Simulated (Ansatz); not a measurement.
Relaxation of AlFH$_{5}$NO$_{2}$ (10 atoms, charge 0, multiplicity 1), to a largest force component of 0.03 eV/Å in at most 50 steps.

Level of theory: Ansatz, RKS r2SCANh/def2-SVP.

```xyz
10
Properties=species:S:1:pos:R:3
Al 0.077 0.514 -0.396
O -0.117 0.118 2.534
H -1.059 -0.084 2.467
N 1.578 0.020 -1.165
H 1.728 -0.817 -1.712
H 2.451 0.526 -1.069
O -1.432 -0.243 -0.529
H -1.631 -1.090 -0.925
F 0.047 1.987 0.416
H -0.090 1.080 2.328
```

Where does it end, and by what steps?

It converged. After 14 steps the energy has fallen by 0.773 eV; H3 moved furthest, 0.67 Å. Joined: Al1–O2 (2.96 → 1.99 Å).

| step | energy less start (eV) | largest force component (eV/Å) | accepted |
| --- | --- | --- | --- |
| 0 | 0.0000 | 0.817 | yes |
| 1 | -0.1463 | 0.998 | yes |
| 2 | -0.3476 | 1.253 | yes |
| 3 | -0.5799 | 0.745 | yes |
| 4 | -0.6457 | 0.621 | yes |
| 5 | -0.7008 | 0.475 | yes |
| 6 | -0.7265 | 0.610 | yes |
| 7 | -0.7456 | 0.561 | yes |
| 8 | -0.7582 | 0.335 | yes |
| 9 | -0.7642 | 0.355 | yes |
| 10 | -0.7714 | 0.119 | yes |
| 11 | -0.7716 | 0.176 | yes |
| 12 | -0.7689 | 0.434 | no |
| 13 | -0.7724 | 0.049 | yes |
| 14 | -0.7725 | 0.012 | yes |

```xyz
10
Properties=species:S:1:pos:R:3
Al 0.091 0.499 -0.050
O 0.030 0.130 1.900
H -0.831 -0.328 1.892
N 1.553 -0.001 -0.915
H 1.763 -0.936 -1.239
H 2.326 0.615 -1.129
O -1.363 -0.436 -0.120
H -1.842 -0.680 -0.911
F -0.056 2.159 0.205
H -0.119 0.991 2.317
```

Whether the end is a true minimum wasn't checked by a vibrational analysis.

The run took 26 s on 4 threads of Arm Neoverse V2, on a shared host, peak memory 0.23 GiB.
